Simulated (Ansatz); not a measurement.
Reaction (formal exchange of groups at a B–N bond): `CBN(C)C` + `O/C=C\F` → `CB/C(F)=C\O` + dimethylamine

Computed with Ansatz on PBE0-D4/def2-TZVP structures; ΔE is electronic, products minus reactants. CCSD(T)/CBS adds triple-zeta CCSD(T) − MP2 to the extrapolated MP2 energy (def2 sets, frozen cores). Double bonds are as drawn, so ΔE can hold a change between cis and trans. Functionals use def2-TZVPP. B3LYP here is the variant with VWN-RPA as its local correlation; programs differ in this. One conformer a species, not always the lowest.

(1) Is it downhill or uphill in electronic energy at CCSD(T)/CBS, and by how much? (Estimate.)

(2) What do these levels give: PBE-D4, r2SCAN-D4, B3LYP-D4, ωB97X-V, ωB97M-V, B2PLYP, PBE, PBE0, CCSD/def2-TZVPP, CCSD(T)/def2-TZVPP, HF/def2-QZVPP, CCSD/CBS(def2)? (Best estimate.)

Largest T1 diagnostic among the species: 0.013.

Answers

(1) Computed: Uphill: ΔE = +30.3 kcal/mol.

(2) The calculation gave: PBE-D4 27.6, r2SCAN-D4 27.6, B3LYP-D4 28.4, ωB97X-V 28.5, ωB97M-V 28.8, B2PLYP 28.8, PBE 27.1, PBE0 27.8, CCSD/def2-TZVPP 30.2, CCSD(T)/def2-TZVPP 30.4, HF/def2-QZVPP 27.2, CCSD/CBS(def2) 30.0 kcal/mol.

In def2-TZVPP, CCSD(T) changes the Hartree–Fock value by +3.4 kcal/mol (the triples alone add +0.3 kcal/mol) and MP2 by +3.9 kcal/mol. The D4 term adds +0.9 kcal/mol with B3LYP and +0.5 kcal/mol with PBE0; it sums over pairs of atoms, weighted by their polarisabilities, and B3LYP, whose exchange is more repulsive, gets the larger term.
